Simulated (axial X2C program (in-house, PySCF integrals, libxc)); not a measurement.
**Working with the constants of SnO⁺**

A bond curve at the PBE0 level, two-component, was computed with an in-house all-electron X2C program for linear molecules (integrals from PySCF) (basis Sn dyall-cv3z [11s12p9d4f1g], O dyall-av3z [7s6p3d2f] (cores contracted in-house)) for the state Ω = 3/2 (⟨Sz⟩ = 0.50, ⟨Lz⟩ = 1.00 at PBE0). Its fit gives Re = 1.9735 Å, ωe = 642.1 cm⁻¹, ωexe = 2.77 cm⁻¹ and αe = 1.923e-03 cm⁻¹; the masses are 119.9022 and 15.9949 u. Two-component means X2C with spin–orbit coupling and atomic mean-field Coulomb and Gaunt terms.

Task: Find the reduced mass, Be and the force constant.

Result: From the PBE0 values: μ = 14.1123 u. Be = 16.8576/(μ Re²) = 0.3067 cm⁻¹. k = 5.8918×10⁻⁷ μ ωe² = 3.43 mdyn/Å.

Task: Where do the fundamental and the first overtone lie?

Result: ν(1←0) = ωe − 2ωexe = 636.6 cm⁻¹; ν(2←0) = 2ωe − 6ωexe = 1267.6 cm⁻¹.

Task: Estimate the centrifugal constant by the Kratzer relation.

Result: D = 4Be³/ωe² = 2.80e-07 cm⁻¹.

Task: A Morse curve ties αe to the other constants (Pekeris). How well does that hold?

Result: αe(Morse) = 6Be²/ωe × (√(ωexe/Be) − 1) = 1.763e-03 cm⁻¹; the PBE0 curve gives 1.923e-03 cm⁻¹, a ratio of 0.92.

One determinant describes the state; a PBE0 search over occupations chose it and may have missed a lower one. Density functionals use the spin component along the axis (collinear). PBE0 can misorder states that lie within some tenths of an eV, so this need not be the ground state of the molecule. The nearest other 2c determinant of the search, Ω = 1/2, lies 0.06 eV up at the distance of the search. The functionals have no current-density term, which raises determinants with orbital currents, atoms included.
